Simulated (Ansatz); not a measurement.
Ansatz (a first-principles code) input (RI-MP2/cc-pV(T+d)Z):
A basis named .json is the Basis Set Exchange file of that set.

Ansatz 0.2 input:
```yaml
crystal:
  periodic: [false, false, false]
  atoms:
    - {symbol: Si, position_ang: [2.02469110, -0.20816745, -0.01746330]}
    - {symbol: C, position_ang: [0.19566110, -0.00777242, -0.00798809]}
    - {symbol: C, position_ang: [-0.66684423, -0.91814373, 0.50935908]}
    - {symbol: C, position_ang: [-2.06339457, -0.37260846, 0.31625216]}
    - {symbol: C, position_ang: [-1.94419338, 0.98777678, -0.38536245]}
    - {symbol: C, position_ang: [-0.59087908, 1.12949085, -0.54038112]}
    - {symbol: H, position_ang: [2.61647826, -0.19054330, -1.39062220]}
    - {symbol: H, position_ang: [2.74484424, 0.88173342, 0.71026163]}
    - {symbol: H, position_ang: [2.48007168, -1.48650494, 0.60716721]}
    - {symbol: H, position_ang: [-0.39752232, -1.86105446, 0.97415843]}
    - {symbol: H, position_ang: [-2.59088845, -0.26512120, 1.27539645]}
    - {symbol: H, position_ang: [-2.68578755, -1.05783975, -0.27775636]}
    - {symbol: H, position_ang: [-0.09497030, 1.98121642, -1.00539651]}
basis:
  gaussian:
    orbitals: cc-pV_T+d_Z.json
    fitting: {mean_field: def2-universal-jkfit, correlation: cc-pVTZ-RIFIT.json}
total_charge: -1
magnetization: {spin_polarized: false}
correlation: {method: mp2, electrons: outside_noble_gas}
```

End of the output:

```
integrals: 0.37 GiB planned
629 factors; integrals over basis functions are off by at most 1.1e0 eV
0.65 GiB of device memory are held for the factors and their scratch space
mean field: 1.04 GiB planned
mean field evaluation 1: about -13120.4842 eV, gradient 3.2e1 eV
mean field evaluation 2: about -13123.5911 eV, gradient 1.5e1 eV
mean field evaluation 4: about -13124.3438 eV, gradient 1.1e0 eV
mean field evaluation 8: about -13124.3525 eV, gradient 2.2e-6 eV
mean field -13124.35251707 eV, -482.3110589968 hartree, gradient 2.2e-6 eV, S^2 0.000000; 0 other end points of the search recorded, 0 dependent functions left out; unrestricted orbitals would lower it
10 core orbitals not correlated
737 factors; their error is unknown
reference -13124.35251707 eV, -482.3110589968 hartree; 16, 16 occupied and 261, 261 virtual orbitals, 737 factors
second order -25.59100364 eV of doubles, -0.00000000 eV of singles
Total energy: -13149.94352072 eV, -483.2515110346 hartree
```

It need not be the lowest isomer of its formula. Whether it binds its extra electron was not tested at this geometry.
